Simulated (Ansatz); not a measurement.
Isolated molecules relaxed with PBE0-D4/def2-TZVP in Ansatz; ΔE leaves out vibrations. CBS: MP2 limit from def2 TZ/QZ plus the TZ coupled-cluster correction, frozen cores. This one scheme is used for every species. Functionals use def2-TZVPP. For Ge, Se outer-core shells are correlated without core-valence functions, which leaves a few kJ/mol of doubt a bond. Scalar relativity is left out up to krypton. One conformer a species, not always the lowest.

Consider the ligand exchange at a Ge–N bond: `O=C=[N][Ge]([F])([F])[F]` + H₂Se → `[F][Ge]([F])([F])[SeH]` + `N=C=O`.

Q: Is it downhill or uphill in electronic energy at CCSD(T)/CBS, and by how much? (An estimate is asked.)

A: The calculation gave: Downhill: ΔE = -4.4 kcal/mol.

Q: What do these levels give: r2SCAN-D4, ωB97M-V, PBE, PBE0, r2SCANh, HF/def2-QZVPP? (Best estimate.)

A: The calculation gave: r2SCAN-D4 -6.1, ωB97M-V -5.0, PBE -8.6, PBE0 -6.4, r2SCANh -5.7, HF/def2-QZVPP 1.1 kcal/mol.

Largest T1 diagnostic among the species: 0.018.

Leaving LDA and LC-ωPBE aside and taking each functional with its dispersion term where it has one, the values, not all of them listed here, spread over 4.6 kcal/mol, from PBE-D4 to BHLYP-D4. In def2-TZVPP, CCSD(T) changes the Hartree–Fock value by −3.4 kcal/mol (the triples alone add −0.6 kcal/mol) and MP2 by −3.9 kcal/mol.
